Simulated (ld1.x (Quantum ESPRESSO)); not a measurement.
## fluorine (F): excitation energies, all-electron against PAW

```
Element                 : F (Z = 9)
Generator               : ld1.x (Quantum ESPRESSO) 7.5
Type                    : PAW
Functional              : BLYP
Relativity              : scalar-relativistic
Frozen core             : [He]
Valence charge          : 7
Reference configuration : 2s2 2p5
Partial waves           : 2s (bound): rcut 0.50, rcutus 0.60 bohr; 2s channel at -0.1 Ry: rcut 0.50, rcutus 0.60 bohr; 2p (bound): rcut 0.80, rcutus 0.95 bohr; 2p channel at 0.7 Ry: rcut 0.80, rcutus 0.95 bohr
Local potential         : all-electron potential smoothed inside 0.45 bohr (lloc = -1)
Core correction         : Bessel-smoothed model core, default radius (core density twice the valence density)
Augmentation charge     : PSQ, inside the norm-conserving radii
```

Energies are relative to the spin-unpolarised reference configuration 2s2 2p5; without spin polarisation the order of configurations can differ from experiment. Not all tests gave a result: test run stopped at test 7 of 7 (negative rho), 1 before it not solved. Left out of the table: 2s2 2p2 (solver errors, printed error -441 eV).

Task: Give the all-electron excitation energy and the error of the potential for: 2s2 2p4; 2s2 2p3; 2s1 2p6; 2s1 2p5; 2s2 2p4.5.

Result:

```json
{"valence configuration": "2s2 2p4", "charge": "+1", "ΔE all-electron (eV)": "19.400", "error AE − PS (meV)": "+24"}
{"valence configuration": "2s2 2p3", "charge": "+2", "ΔE all-electron (eV)": "57.810", "error AE − PS (meV)": "+90"}
{"valence configuration": "2s1 2p6", "charge": "0", "ΔE all-electron (eV)": "18.685", "error AE − PS (meV)": "+7.3"}
{"valence configuration": "2s1 2p5", "charge": "+1", "ΔE all-electron (eV)": "38.359", "error AE − PS (meV)": "-1.0"}
{"valence configuration": "2s2 2p4.5", "charge": "+0.5", "ΔE all-electron (eV)": "7.548", "error AE − PS (meV)": "+5.1"}
```

Levels in the configuration 2s2 2p4.5:

```
level  all-electron (eV)  pseudo (eV)
   2s            -38.074      -38.071
   2p            -19.242      -19.217
```
